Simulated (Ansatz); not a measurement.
`CN(C)B(F)F` + H₂S → `FB(F)S` + dimethylamine at 600 K and 1 bar (ligand exchange at a B–N bond).

Program: Ansatz. Geometries: PBE0-D4/def2-TZVP. ΔE: electronic, gas phase. CCSD(T)/CBS adds triple-zeta CCSD(T) − MP2 to the extrapolated MP2 energy (def2 sets, frozen cores). This one scheme is used for every species. Each species was taken in one conformer, which may not be the lowest.

| species | CCSD(T)/CBS energy (Eh) | H − E (kJ/mol) | S (J/(mol·K)) |
| --- | --- | --- | --- |
| `CN(C)B(F)F` | -358.96075 | 307.0 | 425.7 |
| H₂S | -398.97279 | 60.8 | 230.9 |
| `FB(F)S` | -622.90532 | 88.0 | 340.4 |
| `CNC` | -135.00321 | 284.6 | 333.5 |

H − E and S are ideal-gas, rigid-rotor, harmonic terms from PBE0-D4/def2-TZVP, for one conformer and one mirror image of each species. 1 Eh = 2625.50 kJ/mol, R = 8.31446 J/(mol·K).

By hand: ΔE, ΔH, ΔS and ΔG.

ΔE = (-622.90532) + (-135.00321) − (-358.96075) − (-398.97279) = 0.02501 Eh = 65.7 kJ/mol. Δ(H − E) = 88.0 + 284.6 − 307.0 − 60.8 = 4.8, so ΔH = 70.5 kJ/mol. ΔS = 340.4 + 333.5 − 425.7 − 230.9 = 17.3 J/(mol·K). ΔG = 70.5 − 600 × (17.3)/1000 = 60.1 kJ/mol.

By hand: the equilibrium constant, and the temperature at which ΔG would vanish if ΔH and ΔS stayed fixed.

log₁₀ K = −ΔG/(RT ln 10) = -5.2. ΔG = 0 at ΔH/ΔS = 4075 K, far beyond where these terms or the molecules hold.

ΔH outweighs TΔS. A doubt of 5 kJ/mol in ΔE shifts log₁₀ K by 0.4 here. Other conformers and mirror images would add mixing entropy, several J/(mol·K) or more a flexible species. These are equilibria of isolated gas molecules and say nothing of rates. Largest T1 diagnostic: 0.013 (customary marks: 0.02 for closed shells, 0.045 for open ones).
